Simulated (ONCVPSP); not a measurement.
**Lu (Z = 71), ONCV: configuration errors across variants**

* Element: Lu
* Generator: ONCVPSP 4.0.1
* Type: optimised norm-conserving Vanderbilt (ONCV)
* Functional: PBEsol
* Relativity: scalar-relativistic
* Frozen core: [Kr] 4d10
* Valence charge: 25
* Reference configuration: 4f14 5s2 5p6 5d1 6s1.5 (charge +0.5)
* Partial waves: 5s+6s: rc 2.25 bohr, ncon 4, nbas 7, qcut 6.4 1/bohr, 2 projectors; 5p: rc 1.50 bohr, ncon 5, nbas 10, qcut 4.4 1/bohr, 1 projector; 5d: rc 2.30 bohr, ncon 4, nbas 7, qcut 3.8 1/bohr, 2 projectors, debl 2 Ha; 4f: rc 0.60 bohr, ncon 3, nbas 7, qcut 18.8 1/bohr, 2 projectors, debl 3.5 Ha
* Local potential: polynomial inside 0.45 bohr (lpopt 3, dvloc0 3 Ha)
* Core correction: Teter function, fcfact 1.75, rcfact 1.25

All-electron excitation energies from the reference (eV): (1) 4f14 5s2 5p6 5d1 6s2 -3.000; (2) 4f14 5s2 5p6 5d1 6s1 4.391; (3) 4f14 5s2 5p6 5d1 6s0 17.612; (4) 4f14 5s2 5p6 5d0 6s0 37.516.

1 further variants failed, have other tests or too few solved ones, and are left out.

A true bound ghost makes a file unfit for plane-wave use even where its test errors are small: the radial tests pick states by their node count and pass the ghost by.

Errors AE − PS in meV (a dash: test not solved or not reliable):

```
      change   (1)   (2)   (3)   (4)  bound ghosts  GHOST(+) flags above zero
        base  +0.6  -1.2  -5.7  -3.4       s, p, d                          s
f: qcut 15.1  +0.6  -1.2  -5.6  -3.9       s, p, d                       s, f
  f: qcut 18  +0.7  -1.2  -5.7  -3.5       s, p, d                          s
f: qcut 23.7  +0.6  -1.2  -5.7  -3.2       s, p, d                          s
f: qcut 27.8  +0.6  -1.2  -5.7  -3.2       s, p, d                          s
```

Problem. Give the same row for: f: qcut 21.6.

Solution. +0.7, -1.2, -5.7, -3.2; bound ghosts: s, p, d; GHOST(+) flags above zero: s.
